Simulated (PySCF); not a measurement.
Molfile (atoms numbered from 1):
```
C5H7NO2
     RDKit          3D

 15 15  0  0  0  0  0  0  0  0999 V2000
    2.7825   -0.4345   -0.2605 N   0  0  0  0  0  0  0  0  0  0  0  0
    1.5708   -0.2265   -0.0533 C   0  0  0  0  0  0  0  0  0  0  0  0
    0.3548   -1.0413    0.3443 C   0  0  0  0  0  0  0  0  0  0  0  0
   -0.4119    0.2932    0.5403 C   0  0  0  0  0  0  0  0  0  0  0  0
   -1.6851    0.3765   -0.2539 C   0  0  0  0  0  0  0  0  0  0  0  0
   -1.7603    0.6007   -1.4318 O   0  0  0  0  0  0  0  0  0  0  0  0
   -2.7610    0.1380    0.5080 O   0  0  0  0  0  0  0  0  0  0  0  0
    0.7896    1.0538   -0.0542 C   0  0  0  0  0  0  0  0  0  0  0  0
    3.0870   -1.4026   -0.1808 H   0  0  0  0  0  0  0  0  0  0  0  0
   -0.0312   -1.6483   -0.4743 H   0  0  0  0  0  0  0  0  0  0  0  0
    0.4613   -1.6632    1.2313 H   0  0  0  0  0  0  0  0  0  0  0  0
   -0.6211    0.5116    1.5864 H   0  0  0  0  0  0  0  0  0  0  0  0
   -3.5714    0.1702   -0.0252 H   0  0  0  0  0  0  0  0  0  0  0  0
    0.5887    1.4166   -1.0621 H   0  0  0  0  0  0  0  0  0  0  0  0
    1.2028    1.8638    0.5412 H   0  0  0  0  0  0  0  0  0  0  0  0
  1  2  2  3
  2  3  1  0
  3  4  1  0
  4  5  1  0
  5  6  2  0
  5  7  1  0
  4  8  1  0
  8  2  1  0
  1  9  1  0
  3 10  1  0
  3 11  1  0
  4 12  1  0
  7 13  1  0
  8 14  1  0
  8 15  1  0
M  END
```

[PySCF: NMR shieldings at PBE0/pcSseg-1/GIAO; coordinates at the GFN2-xTB level; no relativistic terms; gas phase; a single conformation]

Chemical shifts δ = σref − σ; 13C (186.93 ppm) vs TMS, all at this level.

Q: Do the 13C shifts follow the atomic charges (in e)? Tabulate both.

A: 
```
atoms  hybridisation  δ (ppm)  σ para (ppm)  Hirshfeld    IAO  Mulliken  ESP-fitted
   C5            sp2    181.3          -244      +0.21  +0.53     +0.52       +0.62
   C2            sp2    178.6          -247      +0.10  +0.20     -0.04       +0.69
   C3            sp3     46.0          -110      -0.07  -0.31     -0.09       -0.55
   C8            sp3     43.2          -105      -0.07  -0.30     -0.03       -0.62
   C4            sp3     28.2           -92      -0.03  -0.17     -0.40       +0.25
```

Correlation coefficients of δ with charge over these carbons: Hirshfeld +0.93, IAO +0.92, Mulliken +0.72, ESP-fitted +0.79; with the paramagnetic shielding -1.00. With so few points, grouped by hybridisation, these coefficients are fragile. Charge is one influence among several: hybridisation and low-lying excitations act through the paramagnetic term.

Shifts are as computed. Against solution values, carbons near 30 ppm lie about +3 ppm off and those near 130 ppm about +5 ppm. Of 1211 compounds with measured shifts, 218 miss one by over three times the rms of a fit or turn the order of signals round; such compounds aren't used in these exercises. The C=O carbon of an acid or of an amide with N–H lies up to 10 ppm further downfield in solution, through hydrogen bonding that the calculation lacks.
